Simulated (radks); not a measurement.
All-electron atom: Ne4+ in [He] 2s2 2p(up 1, down 1) (spins set by hand, not the high-spin state). Calculated with a radial shooting solver on a logarithmic mesh with Libxc functionals: scalar-relativistic Kohn-Sham, r2SCAN, spin-polarised, spherical densities, finite nucleus; meta-GGA in the generalised Kohn-Sham scheme; Fermi nuclear charge, rms radius 3.0055 fm.

Radial electron density D(r) = 4 pi r^2 rho(r):

| r (bohr) | D(r) (e/bohr) |
|---|---|
| 0.01353 | 1.127 |
| 0.01501 | 1.346 |
| 0.01652 | 1.582 |
| 0.01819 | 1.853 |
| 0.02018 | 2.191 |
| 0.02221 | 2.548 |
| 0.02465 | 2.986 |
| 0.02713 | 3.442 |
| 0.02986 | 3.947 |
| 0.03314 | 4.551 |
| 0.03648 | 5.156 |
| 0.04047 | 5.860 |
| 0.04455 | 6.544 |
| 0.04904 | 7.249 |
| 0.05441 | 8.017 |
| 0.0599 | 8.709 |
| 0.06646 | 9.411 |
| 0.07316 | 9.984 |
| 0.08118 | 10.49 |
| 0.08936 | 10.81 |
| 0.09836 | 10.98 |
| 0.1091 | 10.94 |
| 0.1201 | 10.70 |
| 0.1333 | 10.21 |
| 0.1467 | 9.572 |
| 0.1615 | 8.778 |
| 0.1792 | 7.804 |
| 0.1973 | 6.867 |
| 0.2189 | 5.894 |
| 0.241 | 5.112 |
| 0.2674 | 4.465 |
| 0.2943 | 4.097 |
| 0.324 | 3.965 |
| 0.3595 | 4.068 |
| 0.3957 | 4.337 |
| 0.4391 | 4.733 |
| 0.4833 | 5.101 |
| 0.532 | 5.379 |
| 0.5903 | 5.495 |
| 0.6498 | 5.382 |
| 0.721 | 5.008 |
| 0.7936 | 4.458 |
| 0.8736 | 3.768 |
| 0.9694 | 2.949 |
| 1.067 | 2.210 |
| 1.184 | 1.503 |
| 1.303 | 0.9779 |
| 1.446 | 0.5629 |
| 1.592 | 0.3099 |
| 1.752 | 0.1558 |
| 1.944 | 0.06621 |
| 2.14 | 0.02689 |
| 2.375 | 0.008891 |
| 2.614 | 0.002806 |

D(r) has 2 maxima, at r = 0.102, 0.590 bohr, and minima at 0.327 bohr, inside which lie 2.19 electrons.
